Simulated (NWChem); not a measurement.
All runs are NWChem calculations. System: C4H4Se, charge 0, spin multiplicity 1, displaced from the optimised geometry.

Input file:

```
start mol
memory heap 200 mb stack 900 mb global 1100 mb
geometry units angstroms nocenter noautoz
  C     -0.731475     0.000000     1.721555
  C      0.731475     0.000000     1.721555
  C      1.320762     0.000000     0.445480
  Se     0.000000     0.000000    -0.932836
  C     -1.320762     0.000000     0.445480
  H     -1.341279     0.000000     2.663656
  H      1.341279     0.000000     2.663656
  H      2.410977     0.000000     0.192342
  H     -2.410977     0.000000     0.192342
  symmetry group C2v
end
basis spherical
  * library def2-svp
end
dft
  xc becke88 perdew86
  semidirect memsize 60000000 filesize 0
  iterations 100
  convergence nodiis damp 40
end
task dft gradient
```

The output up to the point where the run's verdict is printed (cleaned and shortened):

```
             Northwest Computational Chemistry Package (NWChem) 7.3.0
             --------------------------------------------------------

                                NWChem Input Module
                                -------------------

 Scaling coordinates for geometry "geometry" by  1.889725989
 (inverse scale =  0.529177249)

 Turning off AUTOSYM since
 SYMMETRY directive was detected!

                             Geometry "geometry" -> ""
                             -------------------------

 Output coordinates in angstroms (scale by  1.889725989 to convert to a.u.)

  No.       Tag          Charge          X              Y              Z
 ---- ---------------- ---------- -------------- -------------- --------------
    1 C                    6.0000    -0.73147500     0.00000000     1.72155500
    2 C                    6.0000     0.73147500     0.00000000     1.72155500
    3 C                    6.0000     1.32076200     0.00000000     0.44548000
    4 Se                  34.0000     0.00000000     0.00000000    -0.93283600
    5 C                    6.0000    -1.32076200     0.00000000     0.44548000
    6 H                    1.0000    -1.34127900     0.00000000     2.66365600
    7 H                    1.0000     1.34127900     0.00000000     2.66365600
    8 H                    1.0000     2.41097700     0.00000000     0.19234200
    9 H                    1.0000    -2.41097700     0.00000000     0.19234200

 Effective nuclear repulsion energy (a.u.)     303.5843000832

            Nuclear Dipole moment (a.u.)
            ----------------------------
        X                 Y               Z
 ---------------- ---------------- ----------------
     0.0000000000     0.0000000000    -0.0000151178

      Symmetry information
      --------------------

 Group name             C2v
 Group number             16
 Group order               4
 No. of unique centers     5

      Symmetry unique atoms

     1    3    4    6    8


 Summary of "ao basis" -> "" (spherical)
 ------------------------------------------------------------------------------
       Tag                 Description            Shells   Functions and Types
[...]
 d= 0,ls=0.0         52  -2327.9399211121 -2.72D+02  5.05D-01              16.0
 d= 0,ls=0.0         53  -2056.2642226893  2.72D+02  5.05D-01              16.3
 d= 0,ls=0.0         54  -2327.9399211121 -2.72D+02  5.05D-01              16.6
 d= 0,ls=0.0         55  -2056.2642226893  2.72D+02  5.05D-01              16.8
 d= 0,ls=0.0         56  -2327.9399211121 -2.72D+02  5.05D-01              17.1
 d= 0,ls=0.0         57  -2056.2642226894  2.72D+02  5.05D-01              17.4
 d= 0,ls=0.0         58  -2327.9399211121 -2.72D+02  5.05D-01              17.7
 d= 0,ls=0.0         59  -2056.2642226893  2.72D+02  5.05D-01              17.9
 d= 0,ls=0.0         60  -2327.9399211121 -2.72D+02  5.05D-01              18.2
 d= 0,ls=0.0         61  -2056.2642226893  2.72D+02  5.05D-01              18.5
 d= 0,ls=0.0         62  -2327.9399211121 -2.72D+02  5.05D-01              18.7
 d= 0,ls=0.0         63  -2056.2642226894  2.72D+02  5.05D-01              19.0
 d= 0,ls=0.0         64  -2327.9399211121 -2.72D+02  5.05D-01              19.3
 d= 0,ls=0.0         65  -2056.2642226893  2.72D+02  5.05D-01              19.5
 d= 0,ls=0.0         66  -2327.9399211121 -2.72D+02  5.05D-01              19.8
 d= 0,ls=0.0         67  -2056.2642226893  2.72D+02  5.05D-01              20.1
 d= 0,ls=0.0         68  -2327.9399211121 -2.72D+02  5.05D-01              20.3
 d= 0,ls=0.0         69  -2056.2642226894  2.72D+02  5.05D-01              20.6
 d= 0,ls=0.0         70  -2327.9399211121 -2.72D+02  5.05D-01              20.9
 d= 0,ls=0.0         71  -2056.2642226893  2.72D+02  5.05D-01              21.2
 d= 0,ls=0.0         72  -2327.9399211121 -2.72D+02  5.05D-01              21.4
 d= 0,ls=0.0         73  -2056.2642226893  2.72D+02  5.05D-01              21.7
 d= 0,ls=0.0         74  -2327.9399211121 -2.72D+02  5.05D-01              22.0
 d= 0,ls=0.0         75  -2056.2642226894  2.72D+02  5.05D-01              22.2
 d= 0,ls=0.0         76  -2327.9399211121 -2.72D+02  5.05D-01              22.5
 d= 0,ls=0.0         77  -2056.2642226893  2.72D+02  5.05D-01              22.8
 d= 0,ls=0.0         78  -2327.9399211121 -2.72D+02  5.05D-01              23.1
 d= 0,ls=0.0         79  -2056.2642226893  2.72D+02  5.05D-01              23.3
 d= 0,ls=0.0         80  -2327.9399211121 -2.72D+02  5.05D-01              23.6
 d= 0,ls=0.0         81  -2056.2642226893  2.72D+02  5.05D-01              23.9
 d= 0,ls=0.0         82  -2327.9399211121 -2.72D+02  5.05D-01              24.1
 d= 0,ls=0.0         83  -2056.2642226893  2.72D+02  5.05D-01              24.4
 d= 0,ls=0.0         84  -2327.9399211121 -2.72D+02  5.05D-01              24.7
 d= 0,ls=0.0         85  -2056.2642226893  2.72D+02  5.05D-01              24.9
 d= 0,ls=0.0         86  -2327.9399211121 -2.72D+02  5.05D-01              25.2
 d= 0,ls=0.0         87  -2056.2642226894  2.72D+02  5.05D-01              25.5
 d= 0,ls=0.0         88  -2327.9399211121 -2.72D+02  5.05D-01              25.7
 d= 0,ls=0.0         89  -2056.2642226893  2.72D+02  5.05D-01              26.0
 d= 0,ls=0.0         90  -2327.9399211121 -2.72D+02  5.05D-01              26.3
 d= 0,ls=0.0         91  -2056.2642226893  2.72D+02  5.05D-01              26.6
 d= 0,ls=0.0         92  -2327.9399211121 -2.72D+02  5.05D-01              26.8
 d= 0,ls=0.0         93  -2056.2642226893  2.72D+02  5.05D-01              27.1
 d= 0,ls=0.0         94  -2327.9399211121 -2.72D+02  5.05D-01              27.4
 d= 0,ls=0.0         95  -2056.2642226893  2.72D+02  5.05D-01              27.6
 d= 0,ls=0.0         96  -2327.9399211121 -2.72D+02  5.05D-01              27.9
 d= 0,ls=0.0         97  -2056.2642226893  2.72D+02  5.05D-01              28.2
 d= 0,ls=0.0         98  -2327.9399211121 -2.72D+02  5.05D-01              28.5
 d= 0,ls=0.0         99  -2056.2642226893  2.72D+02  5.05D-01              28.8
 d= 0,ls=0.0        100  -2327.9399211121 -2.72D+02  5.05D-01              29.0
```

Convergence was not reached. The next line reads: Calculation failed to converge. NWChem stopped with the message: dft gradient failed.
